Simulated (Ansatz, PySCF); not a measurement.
Molecule: SnCl2 (charge 0, singlet). SMILES: [Sn]([Cl])[Cl]
Structure (B3LYP-D3(BJ)/def2-TZVP (Ansatz, a program for electronic structure) minimum search):
```
Sn
Cl 1 2.3879
Cl 1 2.3879 2 98.82
```
Charge 0, spin multiplicity 1.

Wanted: atomisation energy (electronic, to ground-state atoms), in kJ/mol. Valence correlation only, unless marked. UHF or UKS for open shells. Spin-orbit coupling is left out. Frozen are the shells of the preceding noble gas and the d and f shells that filled before the atom's block. Past Kr the def2 sets carry scalar-relativistic core potentials. The coupled-cluster limit lacks core correlation, which all-electron functionals hold. CBS marks a two-point X^-3 extrapolation of the correlation energy; Hartree-Fock from the larger set. The bracket is a focal-point correction in the basis named.

```tsv
level	program	atomisation energy (kJ/mol)	minus last row
HF/def2-QZVPP	Ansatz	536.9	-247.1
B3LYP/def2-TZVPD	Ansatz	760.6	-23.4
TPSSh/def2-TZVPD	PySCF	781.3	-2.7
HSE06-D3(BJ)/def2-TZVPD	Ansatz + dftd3	785.3	1.3
wB97X-V/def2-TZVPD	Ansatz	790.2	6.2
MP2/CBS(def2-TZVPP,def2-QZVPP)	Ansatz	819.1	35.1
CCSD/def2-SVP	Ansatz	655.3	-128.7
CCSD(T)/def2-QZVPP	Ansatz	768.1	-15.9
RI-MP2/CBS(def2-TZVPPD,def2-QZVPPD)+[CCSD(T)-MP2]/def2-SVPD	Ansatz	785.0	1.0
CCSD(T)/CBS(def2-TZVPPD,def2-QZVPPD)	Ansatz	784.0	0.0
```
